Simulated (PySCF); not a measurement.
Computed properties of sulfur trioxide (O3S), SMILES O=S(=O)=O

sulfur trioxide (O3S), SMILES O=S(=O)=O. Geometry: B3LYP-D3(BJ)/def2-TZVP. One conformer was computed; it need not be the lowest. All values are computed for the isolated molecule unless a solvent is named; none is compared with measurement here.

**Structure.** The optimised structure has D3h symmetry. All 6 harmonic modes at B3LYP-D3(BJ)/def2-TZVP (PySCF) are real, so it is a minimum. With heavy atoms numbered as in [O:1]=[S:2](=[O:3])=[O:4], the shortest bond between them is O1–S2 at 1.427 Å and the longest S2–O4 at 1.427 Å.

**Vibrations.** The strongest infrared lines (harmonic, unscaled, degenerate partners summed) lie at 1400 cm⁻¹ (400 km/mol, O 55 %, S 45 %), 524 cm⁻¹ (56 km/mol, O 85 %, S 15 %), 493 cm⁻¹ (35 km/mol, S 60 %, O 40 %). The softest mode is at 493 cm⁻¹ and the zero-point energy is 7.7 kcal/mol.

**Electronic structure.** HF/def2-TZVPD (PySCF) places the frontier levels at -14.70 and 0.61 eV, a gap of 15.31 eV, and gives a dipole moment of 0.00 D and a mean polarisability of 25.8 bohr³. PBE/def2-TZVPD (PySCF) at the same geometry gives -8.29 and -3.76 eV, so its gap is 10.78 eV narrower. An orbital gap is neither the optical nor the fundamental gap.

**Excitations.** TDDFT-M06-2X/def2-SVPD (PySCF) has S1 at 5.15 eV (241 nm, f = 0.000, dark); the most intense of the 10 singlets computed lies at 8.68 eV (f = 0.33). Strengths of degenerate partners are summed. T1 (TDA) is at 4.87 eV. TDDFT-PBE/def2-SVPD (PySCF) puts S1 at 4.83 eV. No vertical singlet excitation falls in the visible range (under 3.1 eV).

**Solvation.** SMD-M06-2X/6-31G* (PySCF) gives -3.2 kcal/mol in water, -5.8 kcal/mol in N,N-dimethylformamide, -5.0 kcal/mol in cyclohexanone (1 M in both phases, gas-phase geometry); of these solvents N,N-dimethylformamide holds the molecule best.
